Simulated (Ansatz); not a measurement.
C3H8BCl, SMILES `CB(C)CCl`, relaxed with RKS PBE0-D4/def2-TZVP in Ansatz from a PBE-D4/def2-SVP geometry. The force threshold is 0.005 eV/Å; the program also tests the step.

Charge 0, multiplicity 1.

Start:

```xyz
13

C    -0.005   -1.043    1.193
B    -0.026   -0.025   -0.009
C    -1.261    0.912   -0.296
C     1.205    0.002   -1.015
Cl    2.064    1.293   -0.032
H    -0.559   -1.949    0.849
H    -0.540   -0.683    2.095
H     1.008   -1.386    1.482
H    -1.982    0.308   -0.897
H    -1.018    1.804   -0.907
H    -1.808    1.229    0.614
H     1.047    0.416   -2.028
H     1.874   -0.879   -1.050
```

| step | energy (eV) | largest force (eV/Å) | largest move (Å) |
| --- | --- | --- | --- |
| 1 | -16433.8433 | 0.499 | 0.000 |
| 2 | -16433.8875 | 0.210 | 0.022 |
| 3 | -16433.8935 | 0.141 | 0.021 |
| 4 | -16433.8943 | 0.041 | 0.010 |
| 5 | -16433.8948 | 0.022 | 0.021 |
| 6 | -16433.8950 | 0.014 | 0.015 |
| 7 (rejected) | -16433.8950 | 0.035 | 0.010 |
| 8 | -16433.8951 | 0.009 | 0.005 |
| 9 | -16433.8952 | 0.009 | 0.021 |
| 10 | -16433.8952 | 0.006 | 0.015 |
| 11 | -16433.8952 | 0.006 | 0.004 |
| 12 | -16433.8952 | 0.001 | 0.001 |

End:

```xyz
13

C    -0.012   -1.037    1.191
B    -0.038   -0.026   -0.002
C    -1.258    0.909   -0.288
C     1.193    0.010   -0.993
Cl    2.124    1.277   -0.104
H    -0.491   -1.960    0.831
H    -0.585   -0.713    2.062
H     0.996   -1.319    1.506
H    -1.950    0.337   -0.925
H    -0.998    1.808   -0.852
H    -1.822    1.193    0.603
H     1.015    0.396   -1.996
H     1.827   -0.875   -1.033
```

It took 43 s on 4 threads of an Intel Xeon Platinum 8488C on a shared host, with 0.59 GiB of host memory at the peak.
